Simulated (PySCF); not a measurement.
Isomers of C8H14S.

All values: PBE0/pcSseg-1 (PySCF) at GFN2-xTB geometries, gas phase, one conformer each.

Question: Rank by HOMO energy, highest first.
A. `[CH3:1][CH2:2]/[C:3]([CH3:4])=[C:5](/[CH3:6])[C:7]([CH3:8])=[S:9]` with C1–C2–C3–C4 82°, C3–C5–C7–C8 -147°
B. `[CH2:1]=[CH:2][CH2:3][C@@H:4]1[CH2:5][CH2:6][CH2:7][CH2:8][S:9]1` with C1–C2–C3–C4 119°, C2–C3–C4–C5 -64°, C3–C4–C5–C6 -66°, C4–C5–C6–C7 -62°, C5–C6–C7–C8 63°, C6–C7–C8–S9 -63°
C. `[CH:1]#[C:2][CH2:3][CH2:4][C@@H:5]([CH2:6][CH3:7])[S:8][CH3:9]` with C2–C3–C4–C5 179°, C3–C4–C5–C6 176°, C4–C5–C6–C7 -173°, C4–C5–S8–C9 -65°

Answer: A (-5.91 eV), B (-6.21 eV), C (-6.39 eV).

Question: Rank by HOMO–LUMO gap, lowest first.
A. `[CH2:1]=[CH:2][CH2:3][C@@H:4]1[CH2:5][CH2:6][CH2:7][CH2:8][S:9]1` with C1–C2–C3–C4 119°, C2–C3–C4–C5 -64°, C3–C4–C5–C6 -66°, C4–C5–C6–C7 -62°, C5–C6–C7–C8 63°, C6–C7–C8–S9 -63°
B. `[CH3:1][CH2:2]/[C:3]([CH3:4])=[C:5](/[CH3:6])[C:7]([CH3:8])=[S:9]` with C1–C2–C3–C4 82°, C3–C5–C7–C8 -147°
C. `[CH3:1][S:2][C@@H:3]1[CH2:4][CH2:5][C:6]2([CH2:7][CH2:8]2)[CH2:9]1` with C1–S2–C3–C4 -71°, S2–C3–C4–C5 -161°, C3–C4–C5–C6 34°, C4–C5–C6–C7 -160°, C5–C6–C7–C8 -110°
D. `[CH2:1]=[CH:2]/[C:3]([CH2:4][CH3:5])=[C:6](/[CH3:7])[S:8][CH3:9]` with C1–C2–C3–C4 -2°, C2–C3–C4–C5 -88°, C3–C6–S8–C9 143°
E. `[CH:1]#[C:2][CH2:3][CH2:4][C@@H:5]([CH2:6][CH3:7])[S:8][CH3:9]` with C2–C3–C4–C5 179°, C3–C4–C5–C6 176°, C4–C5–C6–C7 -173°, C4–C5–S8–C9 -65°

Answer: B (3.84 eV), D (5.10 eV), A (6.40 eV), C (7.17 eV), E (7.32 eV).

Question: Rank by the highest Hirshfeld charge on any atom, lowest value first.
A. `[CH2:1]1[CH2:2][CH2:3][CH:4]([C@@H:5]2[CH2:6][CH2:7][S:8]2)[CH2:9]1` with C3–C4–C5–C6 -73°, C9–C1–C2–C3 38°, C1–C2–C3–C4 -40°, C2–C3–C4–C5 -93°, C4–C5–C6–C7 -128°
B. `[CH3:1][CH2:2]/[C:3]([CH3:4])=[C:5](/[CH3:6])[C:7]([CH3:8])=[S:9]` with C1–C2–C3–C4 82°, C3–C5–C7–C8 -147°
C. `[CH:1]#[C:2][CH2:3][CH2:4][C@@H:5]([CH2:6][CH3:7])[S:8][CH3:9]` with C2–C3–C4–C5 179°, C3–C4–C5–C6 176°, C4–C5–C6–C7 -173°, C4–C5–S8–C9 -65°

Answer: A (+0.043 e), B (+0.054 e), C (+0.086 e).

All values together:

```json
{"SMILES": "C#CCC[C@@H](CC)SC", "μ (D)": "1.64", "HOMO (eV)": "-6.39", "LUMO (eV)": "0.93", "lowest IAO charge (e)": "-0.506 (C)", "highest IAO charge (e)": "+0.198 (H)", "lowest Hirshfeld charge (e)": "-0.136 (C)", "highest Hirshfeld charge (e)": "+0.086 (H)"}
{"SMILES": "CC/C(C)=C(/C)C(C)=S", "μ (D)": "3.34", "HOMO (eV)": "-5.91", "LUMO (eV)": "-2.08", "lowest IAO charge (e)": "-0.432 (C)", "highest IAO charge (e)": "+0.171 (H)", "lowest Hirshfeld charge (e)": "-0.124 (C)", "highest Hirshfeld charge (e)": "+0.054 (H)"}
{"SMILES": "CS[C@@H]1CCC2(CC2)C1", "μ (D)": "1.72", "HOMO (eV)": "-6.20", "LUMO (eV)": "0.97", "lowest IAO charge (e)": "-0.505 (C)", "highest IAO charge (e)": "+0.167 (H)", "lowest Hirshfeld charge (e)": "-0.123 (C)", "highest Hirshfeld charge (e)": "+0.051 (H)"}
{"SMILES": "C=C/C(CC)=C(/C)SC", "μ (D)": "2.08", "HOMO (eV)": "-5.81", "LUMO (eV)": "-0.71", "lowest IAO charge (e)": "-0.505 (C)", "highest IAO charge (e)": "+0.171 (H)", "lowest Hirshfeld charge (e)": "-0.121 (C)", "highest Hirshfeld charge (e)": "+0.054 (H)"}
{"SMILES": "C1CCC([C@@H]2CCS2)C1", "μ (D)": "2.00", "HOMO (eV)": "-6.17", "LUMO (eV)": "0.33", "lowest IAO charge (e)": "-0.324 (C)", "highest IAO charge (e)": "+0.150 (H)", "lowest Hirshfeld charge (e)": "-0.072 (C)", "highest Hirshfeld charge (e)": "+0.043 (H)"}
{"SMILES": "C=CC[C@@H]1CCCCS1", "μ (D)": "1.70", "HOMO (eV)": "-6.21", "LUMO (eV)": "0.19", "lowest IAO charge (e)": "-0.337 (C)", "highest IAO charge (e)": "+0.159 (H)", "lowest Hirshfeld charge (e)": "-0.103 (C)", "highest Hirshfeld charge (e)": "+0.047 (H)"}
```

Conformers: `[CH:1]#[C:2][CH2:3][CH2:4][C@@H:5]([CH2:6][CH3:7])[S:8][CH3:9]` with C2–C3–C4–C5 179°, C3–C4–C5–C6 176°, C4–C5–C6–C7 -173°, C4–C5–S8–C9 -65°; `[CH3:1][CH2:2]/[C:3]([CH3:4])=[C:5](/[CH3:6])[C:7]([CH3:8])=[S:9]` with C1–C2–C3–C4 82°, C3–C5–C7–C8 -147°; `[CH3:1][S:2][C@@H:3]1[CH2:4][CH2:5][C:6]2([CH2:7][CH2:8]2)[CH2:9]1` with C1–S2–C3–C4 -71°, S2–C3–C4–C5 -161°, C3–C4–C5–C6 34°, C4–C5–C6–C7 -160°, C5–C6–C7–C8 -110°; `[CH2:1]=[CH:2]/[C:3]([CH2:4][CH3:5])=[C:6](/[CH3:7])[S:8][CH3:9]` with C1–C2–C3–C4 -2°, C2–C3–C4–C5 -88°, C3–C6–S8–C9 143°; `[CH2:1]1[CH2:2][CH2:3][CH:4]([C@@H:5]2[CH2:6][CH2:7][S:8]2)[CH2:9]1` with C3–C4–C5–C6 -73°, C9–C1–C2–C3 38°, C1–C2–C3–C4 -40°, C2–C3–C4–C5 -93°, C4–C5–C6–C7 -128°; `[CH2:1]=[CH:2][CH2:3][C@@H:4]1[CH2:5][CH2:6][CH2:7][CH2:8][S:9]1` with C1–C2–C3–C4 119°, C2–C3–C4–C5 -64°, C3–C4–C5–C6 -66°, C4–C5–C6–C7 -62°, C5–C6–C7–C8 63°, C6–C7–C8–S9 -63°.
